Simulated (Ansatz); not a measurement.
`F[Si]N([SiH3])[SiH3]` + `O[SiH3]` → `F[Si]O[SiH3]` + `[SiH3]N[SiH3]` at 600 K and 1 bar (ligand exchange at the Si–N bond).

Gas-phase electronic energies from Ansatz, PBE0-D4/def2-TZVP geometries. CCSD(T)/CBS is the MP2 limit (def2-TZVPP, def2-QZVPP) plus CCSD(T) − MP2 in def2-TZVPP, frozen cores. This one scheme is used for every species. Each species was taken in one conformer, which may not be the lowest.

```csv
species,CCSD(T)/CBS energy (Eh),H − E (kJ/mol),S (J/(mol·K))
`F[Si]N([SiH3])[SiH3]`,-1025.44155,228.8,481.6
`O[SiH3]`,-366.69042,135.7,307.9
`F[Si]O[SiH3]`,-755.04483,134.2,412.7
`[SiH3]N[SiH3]`,-637.10515,230.1,420.5
```

H − E and S are ideal-gas, rigid-rotor, harmonic terms from PBE0-D4/def2-TZVP, for one conformer and one mirror image of each species. 1 Eh = 2625.50 kJ/mol, R = 8.31446 J/(mol·K).

Question: By hand: ΔE, ΔH, ΔS and ΔG.

Answer: ΔE = (-755.04483) + (-637.10515) − (-1025.44155) − (-366.69042) = -0.01801 Eh = -47.3 kJ/mol. Δ(H − E) = 134.2 + 230.1 − 228.8 − 135.7 = -0.2, so ΔH = -47.5 kJ/mol. ΔS = 412.7 + 420.5 − 481.6 − 307.9 = 43.7 J/(mol·K). ΔG = -47.5 − 600 × (43.7)/1000 = -73.7 kJ/mol.

Question: By hand: the equilibrium constant, and the temperature at which ΔG would vanish if ΔH and ΔS stayed fixed.

Answer: log₁₀ K = −ΔG/(RT ln 10) = 6.4. ΔH and −TΔS have one sign here, so there is no such temperature.

TΔS isn't small against ΔH here. A doubt of 5 kJ/mol in ΔE shifts log₁₀ K by 0.4 here. Other conformers and mirror images would add mixing entropy, several J/(mol·K) or more a flexible species. Modes under 60 cm⁻¹, often nearly free rotors, make the harmonic entropy too high. These are equilibria of isolated gas molecules and say nothing of rates. Largest T1 diagnostic: 0.014 (customary marks: 0.02 for closed shells, 0.045 for open ones).
